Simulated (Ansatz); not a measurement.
Calculated with Ansatz (gas phase, PBE0-D4/def2-TZVP geometries, no zero-point term in ΔE). CCSD(T)/CBS adds triple-zeta CCSD(T) − MP2 to the extrapolated MP2 energy (def2 sets, frozen cores). This one scheme is used for every species. Functionals use def2-TZVPP. One conformer a species, not always the lowest.

Reaction (formal exchange of groups at the Si–Cl bond): `CO[Si]Cl` + CH₄ → `CO[Si]C` + HCl

| level | ΔE (kJ/mol) |
| --- | --- |
| BHLYP-D4 | 172.2 |
| PBE | 168.4 |
| HF/def2-TZVPP | 172.5 |
| SCS-MP2/def2-QZVPP | 168.2 |

Problem. What does CCSD(T)/CBS give? (An estimate is asked.)

Solution. Ansatz gave: +164.2 kJ/mol. The listed levels differ from it by 8.0, 4.2, 8.3, 4.0 kJ/mol.

Problem. What do rigid-rotor, harmonic-oscillator terms from PBE0-D4/def2-TZVP frequencies (298.15 K, 1 bar) make of the CCSD(T)/CBS value? (An estimate is asked.)

Solution. The calculation gave: ΔZPE = -10.5 kJ/mol, ΔH = +154.5 kJ/mol, ΔS = 9 J/(mol·K), ΔG = +152.0 kJ/mol.

Largest T1 diagnostic among the species: 0.014.

In def2-TZVPP, CCSD(T) changes the Hartree–Fock value by −11.9 kJ/mol (the triples alone add +0.6 kJ/mol) and MP2 by −4.7 kJ/mol. At CCSD(T), def2-SVP lies −3.1 kJ/mol from the extrapolated value and def2-TZVPP −3.6 kJ/mol.
